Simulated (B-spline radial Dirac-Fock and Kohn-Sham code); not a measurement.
These are calculated numbers from a radial finite-basis atomic code; the model is Dirac-Fock ΔSCF + Breit + QED. Free neutral atoms.

Q: Order these X-ray lines by photon energy, lowest first.
A. Br Lβ4
B. Os Mα1
C. Dy Mγ
D. Tc Lβ3
E. Pm Mγ
F. Tl Mζ1

A: E (1233.8 eV), C (1517.1 eV), A (1595.4 eV), F (1774.1 eV), B (1913.1 eV), D (2619.3 eV).
